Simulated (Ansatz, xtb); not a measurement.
## FH2SSiSn: 3 structures ranked

3 gas-phase structures of FH2SSiSn, found in a search over its isomers (lower ones may exist). Each was relaxed with GFN2-xTB:

A. `F[SiH2][Sn]=[S]`, a doublet
B. a doublet given by its coordinates
C. a doublet given by its coordinates

B (Å):

```xyz
6

F    -1.4420   -3.8704    1.3585
S    -1.7315   -0.8329    1.1385
Si   -1.2769   -2.7322    0.2343
Sn   -2.7291   -1.1201    3.3259
H    -2.2697   -3.0446   -0.7715
H     0.1202   -2.7355   -0.1381
```

Close contacts (Å): F1–Si3 1.61, S2–Si3 2.15, S2–Sn4 2.42, Si3–H5 1.45, Si3–H6 1.45.

C (Å):

```xyz
6

F    -2.7550   -4.2798    0.8551
S    -0.4805   -2.6552    2.2213
Si   -1.6999   -3.0897    0.5733
Sn   -2.0889   -0.6747    1.8545
H    -1.1440   -3.4715   -0.7076
H    -1.2268   -0.0518    0.3614
```

Close contacts (Å): F1–Si3 1.62, S2–Si3 2.10, S2–Sn4 2.58, Si3–Sn4 2.76, Si3–H5 1.45, Sn4–H6 1.83.

**Question.** Make a reasoned guess at their ranking by r2SCAN-D4/def2-SVP single-point energy.

**Answer.** Calculated order at r2SCAN-D4/def2-SVP: B (0.0), C (98.0), A (105.3) kJ/mol.

Energies above the lowest of each column, in kJ/mol:

| structure | GFN2-xTB | HF/STO-3G | r2SCAN-D4/def2-SVP |
| --- | --- | --- | --- |
| B | 0.5 | 0.0 | 0.0 |
| C | 24.5 | 149.9 | 98.0 |
| A | 0.0 | 30.4 | 105.3 |

Every level run on B puts it lowest or level with the lowest. Some further structures that were screened fall inside this span and aren't listed. Flexible structures stand in one conformer each, not always the lowest. Frequencies (PBE0-D3(BJ)/def2-SVP) were run for B alone. Open shells are spin-unrestricted, some with notable spin contamination. Atoms past krypton carry core potentials in the def2 sets, without spin–orbit terms.

Programs: Ansatz 0.2.0, xtb 6.7.1.
